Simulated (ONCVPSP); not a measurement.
# Building the ONCV potential for Ge (Z = 32) (PBEsol, fully relativistic).

ONCVPSP 4.0.1 was run on this input:

```
# ATOM AND REFERENCE CONFIGURATION
# atsym  z   nc   nv     iexc    psfile
  Ge 32.00    6    2  -116133      upf
#
#   n    l    f
    1    0    2.00
    2    0    2.00
    2    1    6.00
    3    0    2.00
    3    1    6.00
    3    2   10.00
    4    0    1.50
    4    1    2.50
#
# PSEUDOPOTENTIAL AND OPTIMIZATION
# lmax
    1
#
#   l,   rc,      ep,       ncon, nbas, qcut
    0    1.75    0.00    3    6    3.70
    1    2.25    0.00    5    8    4.10
#
# LOCAL POTENTIAL
# lloc, lpopt,  rc(5),   dvloc0
    4    5    1.65    6.00
#
# VANDERBILT-KLEINMAN-BYLANDER PROJECTORs
# l, nproj, debl
    0    1    2.70
    1    2    1.60
#
# MODEL CORE CHARGE
# icmod, fcfact, rcfact
    3    5.75    1.75
#
# LOG DERIVATIVE ANALYSIS
# epsh1, epsh2, depsh
   -2.00    5.00    0.02
#
# OUTPUT GRID
# rlmax, drl
    6.00    0.01
#
# TEST CONFIGURATIONS
# ncnf
    4
# nvcnf
#   n    l    f
    2
    4    0    2.00
    4    1    2.00
#
    2
    4    0    2.00
    4    1    1.00
#
    2
    4    0    2.00
    4    1    0.00
#
    2
    4    0    1.00
    4    1    2.00
#
```

Command:

```bash
oncvpspr.x < Ge.dat > Ge.out
```

The program printed (shortened: citation, most of the input echo, consistency checks and plot data are left out):

```
ONCVPSP  (Optimized Norm-Conservinng Vanderbilt PSeudopotential)
relativistic version 4.0.1

#   n    l    f        energy (Ha)
    1    0    2.00    -4.0239276D+02
    2    0    2.00    -5.0382032D+01
    2    1    6.00    -4.3659953D+01    -4.4829759D+01
    3    0    2.00    -6.2097131D+00
    3    1    6.00    -4.2228165D+00    -4.3800491D+00
    3    2   10.00    -1.1008927D+00    -1.1224272D+00
    4    0    1.50    -4.4958206D-01
    4    1    2.50    -1.5392101D-01    -1.6121090D-01

Reference configufation results
  iterations    27
  all-electron total energy (Ha)   -2.09724793D+03

Begin loop to  construct optimized pseudo wave functions
and semi-local pseudopoentials for all angular momenta

Calculating optimized projector #   1

 for l=   0

    Fraction of norm inside rc  0.369661
    Optimizing pswf for qcut=   3.70 a_B^-1,  ecut=   6.84 Ha
    Residual kinetic energy error=  2.10D-03 Ha

    Energy error per electron        Cutoff
         Ha          eV             Ha
         0.01000     0.27211        5.00
         0.00100     0.02721       10.53
         0.00010     0.00272       28.95
         0.00001     0.00027       59.05

   Wellstate for l =  1  n =  6 kap= -2
     eigenvalue =   1.4461
     asymptotic potential =   1.9461
     half-point radius =  4.9387

Calculating optimized projector #   1

 for l=   1

    Fraction of norm inside rc  0.356937
    Optimizing pswf for qcut=   4.10 a_B^-1,  ecut=   8.42 Ha
    Residual kinetic energy error=  2.62D-04 Ha

    Energy error per electron        Cutoff
         Ha          eV             Ha
         0.01000     0.27211        1.87
         0.00100     0.02721        6.23
         0.00010     0.00272       15.02
         0.00001     0.00027       33.80

Calculating optimized projector #   2

 for l=   1

    Fraction of norm inside rc  0.131696
    Optimizing pswf for qcut=   4.10 a_B^-1,  ecut=   8.42 Ha
    Residual kinetic energy error=  1.15D-03 Ha

    Energy error per electron        Cutoff
         Ha          eV             Ha
         0.01000     0.27211        4.00
         0.00100     0.02721        8.60
         0.00010     0.00272       17.81
         0.00001     0.00027       32.89

   Wellstate for l =  1  n =  6 kap=  1
     eigenvalue =   1.4388

Calculating optimized projector #   1

 for l=   1

    Fraction of norm inside rc  0.374127
    Optimizing pswf for qcut=   4.10 a_B^-1,  ecut=   8.42 Ha
    Residual kinetic energy error=  2.85D-04 Ha

    Energy error per electron        Cutoff
         Ha          eV             Ha
         0.01000     0.27211        1.95
         0.00100     0.02721        6.25
         0.00010     0.00272       15.91
         0.00001     0.00027       34.32

Calculating optimized projector #   2

 for l=   1

    Fraction of norm inside rc  0.131487
    Optimizing pswf for qcut=   4.10 a_B^-1,  ecut=   8.42 Ha
    Residual kinetic energy error=  1.21D-03 Ha

    Energy error per electron        Cutoff
         Ha          eV             Ha
         0.01000     0.27211        3.92
         0.00100     0.02721        8.69
         0.00010     0.00272       18.36
         0.00001     0.00027       33.64

Construct Vanderbilt / Kleinmman-Bylander projectors

B matrix Hermiticity error, ll=  1  kap= -2
   1   2   -6.3531D-05

  Orthonormal projector coefficients -1.1311E+00  3.8839E-01

B matrix Hermiticity error, ll=  1  kap=  1
   1   2   -6.4801D-05

  Orthonormal projector coefficients -1.0417E+00  3.7706E-01

 Orthonormal scalar projector coefficients, l =  1
 -1.0979E+00  3.8199E-01 -1.3738E-03  5.8722E-04

 Orthonormal spin-orbit projector coefficients, l =  1
 -1.3106E-01  7.1577E-02  1.6292E-02 -8.8549E-03

Model core correction analysis
  based on d2Exc/dn_idn_j

d2excae - all-electron derivatives

   -2.746063D-02   -2.031342D-02
   -2.031410D-02   -2.034757D-02

d2excps - pseudofunction derivatives with no core correction

   -4.365742D-02   -2.958946D-02
   -2.959508D-02   -2.797551D-02

rms 2nd derivative error    1.109846E-02

rmatch, rhocmatch    1.5295    0.6558

Teter function model core charge with specified parameters

d2excps - pseudofunction derivatives with core correction

   -2.240254D-02   -1.784158D-02
   -1.784074D-02   -2.052188D-02

rms 2nd derivative error    3.075802E-03

Pseudoatom total energy   -3.777425

Diagnostic tests using Vanderbilt-Kleinman-Bylander pseudopotentials
  relativistic with J = L +/- 1/2 projectors

   l  kap   rcore       rmatch      e in        delta e    norm test   slope test

   0  -1   1.7550704   1.8083582  -0.4495821   0.0000345   1.0000226   1.0009306

   1  -2   2.2563670   2.3248752  -0.1539210  -0.0000009   1.0000185   1.0000544
   1   1   2.2563670   2.3248752  -0.1612109   0.0000011   1.0000210   1.0000132
   1  -2   2.2563670   2.3248752   1.4460790   0.0000034   1.0001459   1.0001459
   1   1   2.2563670   2.3248752   1.4386032   0.0000041   1.0001450   1.0001450

Diagnostic tests using Vanderbilt-Kleinman-Bylander pseudopotentials
  relativistic with scalar and spin-orbit non-local projectors

   l  kap   rcore       rmatch      e in        delta e    norm test   slope test

   0  -1   1.7550704   1.8083582  -0.4495821   0.0000345   1.0000226   1.0009306

   1  -2   2.2563670   2.3248752  -0.1539210  -0.0000087   1.0000081   0.9996671
   1   1   2.2563670   2.3248752  -0.1612109  -0.0000070   1.0000114   0.9997246
   1  -2   2.2563670   2.3248752   1.4460790  -0.0000062   1.0001388   1.0001388
   1   1   2.2563670   2.3248752   1.4386032  -0.0000046   1.0001380   1.0001380

Ghost test for J = L + 1/2

 Testing for bound ghosts
   n   l    E NL Schr. Eq   E Basis Diag.   E Cutoff

   1   0       -0.449548       -0.444749     24.55

   2   1       -0.153922       -0.148336     59.15

 Testing for highly-localized positive-energy ghosts
       l    <radius>/rc     E Basis Diag.   E Cutoff

Ghost test for J = L - 1/2

 Testing for bound ghosts
   n   l    E NL Schr. Eq   E Basis Diag.   E Cutoff

   1   0       -0.449548       -0.444749     24.55

   2   1       -0.161210       -0.156182     59.15

 Testing for highly-localized positive-energy ghosts
       l    <radius>/rc     E Basis Diag.   E Cutoff

Test configuration 0

   n   l kap    f        eae           eps        diff
   1   0  -1  2.0000 -402.39275694
   2   0  -1  2.0000  -50.38203184
   2   1  -2  4.0000  -43.65995290
   2   1   1  2.0000  -44.82975878
   3   0  -1  2.0000   -6.20971315
   3   1  -2  4.0000   -4.22281646
   3   1   1  2.0000   -4.38004908
   3   2  -3  6.0000   -1.10089272
   3   2   2  4.0000   -1.12242724
   4   0  -1  1.5000   -0.44958206   -0.44954757    3.45E-05
   4   1  -2  1.6667   -0.15392101   -0.15392195   -9.45E-07
   4   1   1  0.8333   -0.16121090   -0.16120982    1.08E-06

    Total energies and differences
      AE_ref= -2.09724793E+03  AE_tst= -2.09724793E+03  dif=  0.00E+00
      PS_ref= -3.77742463E+00  PS_tst= -3.77742463E+00  dif=  0.00E+00
      PSP excitation error=  0.00E+00

Test configuration 1

   n   l kap    f        eae           eps        diff
   1   0  -1  2.0000 -402.35871811
   2   0  -1  2.0000  -50.34941235
   2   1  -2  4.0000  -43.62733022
   2   1   1  2.0000  -44.79712645
   3   0  -1  2.0000   -6.17609431
   3   1  -2  4.0000   -4.18929514
   3   1   1  2.0000   -4.34652658
   3   2  -3  6.0000   -1.06829818
   3   2   2  4.0000   -1.08980511
   4   0  -1  2.0000   -0.43148725   -0.43070275    7.84E-04
   4   1  -2  1.3333   -0.14094897   -0.14096252   -1.36E-05
   4   1   1  0.6667   -0.14790717   -0.14787466    3.25E-05

    Total energies and differences
      AE_ref= -2.09724793E+03  AE_tst= -2.09739331E+03  dif= -1.45E-01
      PS_ref= -3.77742463E+00  PS_tst= -3.92259633E+00  dif= -1.45E-01
      PSP excitation error= -2.04E-04

Test configuration 2

   n   l kap    f        eae           eps        diff
   1   0  -1  2.0000 -402.69428044
   2   0  -1  2.0000  -50.68220388
   2   1  -2  4.0000  -43.96046822
   2   1   1  2.0000  -45.13030971
   3   0  -1  2.0000   -6.50849022
   3   1  -2  4.0000   -4.52171314
   3   1   1  2.0000   -4.67894152
   3   2  -3  6.0000   -1.39996431
   3   2   2  4.0000   -1.42150224
   4   0  -1  2.0000   -0.73096011   -0.73522381   -4.26E-03
   4   1  -2  0.6667   -0.41069476   -0.41612090   -5.43E-03
   4   1   1  0.3333   -0.41978411   -0.42514518   -5.36E-03

    Total energies and differences
      AE_ref= -2.09724793E+03  AE_tst= -2.09711933E+03  dif=  1.29E-01
      PS_ref= -3.77742463E+00  PS_tst= -3.64661166E+00  dif=  1.31E-01
      PSP excitation error= -2.21E-03

Test configuration 3

   n   l kap    f        eae           eps        diff
   1   0  -1  2.0000 -403.10385297
   2   0  -1  2.0000  -51.08540469
   2   1  -2  4.0000  -44.36442057
   2   1   1  2.0000  -45.53436327
   3   0  -1  2.0000   -6.91060067
   3   1  -2  4.0000   -4.92377669
   3   1   1  2.0000   -5.08101976
   3   2  -3  6.0000   -1.80014438
   3   2   2  4.0000   -1.82175432
   4   0  -1  2.0000   -1.07600939   -1.09407732   -1.81E-02
   4   1  -2  0.0000   -0.72391539   -0.72391539    0.00E+00
   4   1   1  0.0000   -0.73535710   -0.73535710    0.00E+00

    Total energies and differences
      AE_ref= -2.09724793E+03  AE_tst= -2.09655146E+03  dif=  6.96E-01
      PS_ref= -3.77742463E+00  PS_tst= -3.06669235E+00  dif=  7.11E-01
      PSP excitation error= -1.43E-02

Test configuration 4

   n   l kap    f        eae           eps        diff
   1   0  -1  2.0000 -402.76065762
   2   0  -1  2.0000  -50.74575584
   2   1  -2  4.0000  -44.02398880
   2   1   1  2.0000  -45.19384667
   3   0  -1  2.0000   -6.57417668
   3   1  -2  4.0000   -4.58716780
   3   1   1  2.0000   -4.74440389
   3   2  -3  6.0000   -1.46345813
   3   2   2  4.0000   -1.48505313
   4   0  -1  1.0000   -0.76675419   -0.77240610   -5.65E-03
   4   1  -2  1.3333   -0.43951176   -0.44437102   -4.86E-03
   4   1   1  0.6667   -0.44908314   -0.45400869   -4.93E-03

    Total energies and differences
      AE_ref= -2.09724793E+03  AE_tst= -2.09679864E+03  dif=  4.49E-01
      PS_ref= -3.77742463E+00  PS_tst= -3.32610529E+00  dif=  4.51E-01
      PSP excitation error= -2.03E-03
```

The run took about 4.1 s on one core of a shared server CPU.
